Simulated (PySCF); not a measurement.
CH₃BrFIn, SMILES [CH3][In]([F])[Br].

Coordinates come from a PBE0-D3(BJ)/def2-SVP optimisation. The def2 effective core potentials stand for the cores of In; spin–orbit coupling is left out.

The numbers are results of PBE/def2-TZVP in PySCF, not measurements.

Gas-phase values at a fixed geometry.

```json
{
 "total_energy": "-2903.66077 hartree",
 "point_group": "Cs",
 "highest_occupied_level": "-7.01 eV",
 "lowest_empty_level": "-2.69 eV",
 "orbital_gap": "4.32 eV",
 "dipole_moment": "3.83 D",
 "quadrupole, principal values (traceless, Buckingham form, about the centre of nuclear charge)": "-11.61, 5.13, 6.48 D·Å",
 "mean_static_polarisability": "70.1 bohr³ (10.40 Å³)",
 "polarisability_principal_values": "49.8, 64.7, 96.0 bohr³"
}
```
